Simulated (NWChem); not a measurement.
Species: FeHOF, quintet; SMILES [OH][Fe][F]

```xyz
4

Fe     0.2800    -0.0377     0.0000
F      0.1735    -1.7742     0.0000
O      0.3246     1.7288     0.0000
H      1.0996     2.3024     0.0000
```
Atoms are numbered in this order, from 1.

All runs: NWChem. Spin-unrestricted. In the optimisation the excess spin sits in a' and a" (Cs, its own frame). Geometry: optimised at B3LYP/6-31G* (spherical d), spin-unrestricted. The spin multiplicity was typed, not searched, and may not be the lowest. No stability test was run on the SCF state. Vzz is the largest principal value of the second derivative of the potential at the nucleus (NWChem prints the opposite sign); η is the asymmetry. Non-relativistic.

Problem. Estimate the computed values for PBE0/def2-SVP. Quantities: Vzz Fe1 (a.u.); η Fe1; Vzz O3 (a.u.); η O3.

Solution. 
| Property | Result |
|---|---|
| Vzz Fe1 (a.u.) | 0.293 |
| η Fe1 | 0.10 |
| Vzz O3 (a.u.) | 1.418 |
| η O3 | 0.23 |
